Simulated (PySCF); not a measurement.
Metal series M(NH3)4 2+, each in one or more spin states. Isolated molecules, 0 K electronic values unless said otherwise. Multiplicities are imposed; where one is given, others were not computed.

The numbers are results of PySCF 2.14.0 with PBE-D3(BJ)/def2-TZVP // PBE-D3(BJ)/def2-SVP, not measurements. 

| species | LUMO (eV) | HOMO–LUMO gap (eV) | coordination number |
|---|---|---|---|
| M = Zn, multiplicity 1 ([Zn(NH3)4]2+) | -9.51 | 7.29 | 4 |
| M = Mo, multiplicity 1 | -10.36 | 1.35 | 4 |
| M = Ru, multiplicity 1 | -11.78 | (withheld) | 4 |
| M = Pd, multiplicity 1 ([Pd(NH3)4]2+) | -11.85 | 2.82 | 4 |
| M = Os, multiplicity 1 | (withheld) | 1.25 | (withheld) |

Question: Complete the blanks.

Answer: 
- M = Ru, multiplicity 1, HOMO–LUMO gap (eV): 1.37
- M = Os, multiplicity 1, LUMO (eV): -11.48
- M = Os, multiplicity 1, coordination number: 4
